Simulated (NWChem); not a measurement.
# MgH2S2; SMILES [SH][Mg][SH]

```xyz
5

Mg     0.0208     0.0002    -0.0056
S      0.0498     2.3074    -0.0273
H     -0.9277     2.4038     0.9037
S      0.0490    -2.3070     0.0328
H     -0.9024    -2.4111    -0.9239
```
Atoms are numbered in this order, from 1.

The geometry was optimised at PBE0/def2-SVP.

Task: List the 4 lowest vertical singlet excitations and the 4 lowest triplet ones from PBE/6-31G* (spherical d), full TDDFT (NWChem).

Result: 
```csv
state,energy (eV),oscillator strength,leading excitation (squared amplitude)
S1,3.89,0.033,HOMO → LUMO (1.00)
S2,3.90,0.036,HOMO−1 → LUMO (1.00)
S3,4.87,0.040,HOMO−2 → LUMO (0.53)
S4,4.95,0.000,HOMO → LUMO+1 (0.54)
T1,3.61,spin-forbidden,HOMO → LUMO (0.99)
T2,3.61,spin-forbidden,HOMO−1 → LUMO (0.99)
T3,4.28,spin-forbidden,HOMO−2 → LUMO (0.97)
T4,4.62,spin-forbidden,HOMO → LUMO+1 (0.41)
```
